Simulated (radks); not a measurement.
The caesium ion Cs42+, configuration [Ne] 3s2 3p1 (the NIST ground configuration).

Calculated with a radial shooting solver on a logarithmic mesh with Libxc functionals: Dirac Kohn-Sham, PBE, spin-unpolarised, spherical densities, point nucleus; open shells fill j = l - 1/2 first.

Energy parts (eV):
total: -167727.44
kinetic: 180966.67
electron-nucleus: -365436.18
Hartree: 19600.33
exchange-correlation: -2858.26

Orbitals (lengths in bohr, moments of r in powers of bohr; r(90%) holds 90 % of the orbital's charge):
| orbital | occ. | eigenvalue (eV) | r(90%) | <1/r> | <r^4> |
|---|---|---|---|---|---|
| 1s1/2 | 2 | -38492.24 | 0.0470 | 59.43 | 2.238e-06 |
| 2s1/2 | 2 | -8185.259 | 0.170 | 14.15 | 0.0003467 |
| 2p1/2 | 2 | -7889.743 | 0.151 | 14.09 | 0.0002173 |
| 2p3/2 | 4 | -7525.682 | 0.159 | 12.92 | 0.0002621 |
| 3s1/2 | 2 | -3277.585 | 0.386 | 5.739 | 0.009496 |
| 3p1/2 | 1 | -3172.782 | 0.374 | 5.676 | 0.008197 |
| 3p3/2 | 0 | -3079.493 | 0.385 | 5.369 | 0.009235 |

The highest occupied level is 3p1/2 at -3172.8 eV. For comparison, the ionisation energy in NIST's Atomic Spectra Database is 3214 eV (theoretical). In exact Kohn-Sham theory the highest level is minus the ionisation energy, but local and semilocal functionals leave it too shallow, through self-interaction and a potential that decays too fast; potentials with the right tail come closer. The density falls to 0.001 e/bohr^3 at r = 0.72 bohr.

Beside tabulated values, note that spin-unpolarised runs miss the spin-polarisation part of the exchange energy of open shells.
